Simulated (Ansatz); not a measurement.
Correlation energies of C₃H₇InO, SMILES `O[C]1([InH2])CC1` by basis set

```xyz
12

O    -0.467    0.083   -1.749
C    -0.063   -0.035   -0.408
In    1.340   -1.636   -0.128
C    -1.072    0.275    0.666
C     0.061    1.225    0.408
H    -1.091    0.813   -1.828
H     1.893   -1.846    1.500
H     1.875   -2.636   -1.420
H    -2.058    0.575    0.325
H    -1.085   -0.295    1.589
H    -0.178    2.152   -0.103
H     0.846    1.325    1.148
```

Charge 0, multiplicity 1. Correlated methods include outer-core shells of In, which these sets cover unevenly. In: def2 effective core potential. Geometry: relaxed with PBE0-D4/def2-TZVP. It is one conformer, not always the lowest. Frozen core, restricted reference, Ansatz.

```csv
basis,HF (Eh),MP2 corr.,CCSD corr.,(T),CCSD(T) total
def2-SVP,-381.50837,-0.69413,-0.74325,-0.02336,-382.27498
def2-TZVPP,-381.73715,-1.04043,-1.06713,-0.04118,-382.84546
def2-QZVPP,-381.74745,-1.27915,–,–,–
```
